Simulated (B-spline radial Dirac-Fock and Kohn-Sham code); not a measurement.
# Ga 3d3/2: cross section and angular parameters

System: neutral gallium in the configuration 1s2 2s2 2p6 3s2 3p6 3d10 4s2 4p1; threshold 26.35 eV (orbital energy of the model). The computed values come from a radial B-spline solver: Dirac-Hartree-Slater photoionisation with a Latter tail; cross sections with all multipoles, angular parameters from the dipole term and its interference with E2.

```tsv
hν (eV)	σ (kb)	β	γ	δ
60	2990	-0.017	-0.008	0.011
79.2	3350	0.230	-0.004	0.013
104	3170	0.471	0.002	0.015
149	2320	0.749	0.013	0.019
155	2210	0.776	0.015	0.019
167	1990	0.824	0.019	0.020
175	?	?	?	?
213	1350	0.965	0.034	0.023
227	1200	0.997	0.039	0.024
400	334	1.189	0.118	0.034
461	230	1.210	0.149	0.037
502	183	1.218	0.170	0.039
582	120	1.222	0.211	0.043
600	110	1.222	0.220	0.044
800	46.3	1.196	0.317	0.054
1000	22.8	1.152	0.402	0.065
1253.6	10.8	1.090	0.492	0.078
1630	4.37	1.001	0.598	0.099
2210	1.46	0.886	0.715	0.131
2250	1.37	0.879	0.722	0.134
2780	0.625	0.797	0.798	0.163
3760	0.197	0.686	0.899	0.215
4000	0.155	0.664	0.920	0.227
5410	0.0464	0.560	1.014	0.296
5414.7	0.0462	0.560	1.014	0.296
7890	0.00975	0.441	1.099	0.405
8290	0.00792	0.426	1.107	0.422
10100	0.00342	0.370	1.130	0.492
11200	0.00220	0.342	1.137	0.533
12600	0.00132	0.312	1.141	0.582
```

Problem. Give the values at 175 eV.

Solution. σ = 1860 kb, β = 0.854, γ = 0.021, δ = 0.020.
